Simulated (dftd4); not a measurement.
HClSi, charge -1, doublet, geometry from GFN2-xTB (a state made from the parent by changing its charge; the spin is typed, not shown lowest); D4 for bp86 (dftd4 4.2.0).

Input for dftd4:
```
$ dftd4 mol.xyz --func bp86 --charge -1 --json dftd4.json --noedisp --grad

# file mol.xyz
3

Si     1.01104949    -0.27343022     0.88647386
H      1.94589771    -0.44022613    -0.29605972
Cl    -0.94709357     0.25107349    -0.71262201
```

It wrote (shortened):

```
                    ____  _____ _____     ____  _  _
      -------------|  _ \|  ___|_   _|---|  _ \| || |------------
     |             | | | | |_    | | ___ | | | | || |_           |
     |             | |_| |  _|   | ||___|| |_| |__   _|          |
     |             |____/|_|     |_|     |____/   |_|            |
     |             ===================================           |
     |            E. Caldeweyher, S. Ehlert & S. Grimme          |
     |          Mulliken Center for Theoretical Chemistry        |
     |                    University of Bonn                     |
      -----------------------------------------------------------

Rational (Becke-Johnson) damping: bp86-D4-ATM
---------------------
  s6         1.0000
  s8         3.3550
  s9         1.0000
  a1         0.4365
  a2         4.9241
 alp        16.0000
--------------------

Dispersion energy:      -3.3866034159306E-03 Eh

Gradient norm:           3.2124302781945E-04 Eh/a0
--------------------------------------------------
     #    Z           dE/dx      dE/dy      dE/dz
--------------------------------------------------
     1   14 Si    1.589E-04 -2.980E-05 -1.673E-04
     2    1 H    -9.650E-05  1.442E-05  1.872E-04
     3   17 Cl   -6.240E-05  1.538E-05 -1.989E-05
--------------------------------------------------

Virial:
--------------------------------------------------
      component           x          y          z
--------------------------------------------------
          x       6.043E-05 -3.144E-05  4.042E-04
          y      -3.144E-05  1.070E-05 -7.871E-05
          z       4.042E-04 -7.871E-05 -3.581E-04
--------------------------------------------------

[Info] Dispersion results written to 'dftd4.txt'
[Info] JSON dump of results written to 'dftd4.json'
```
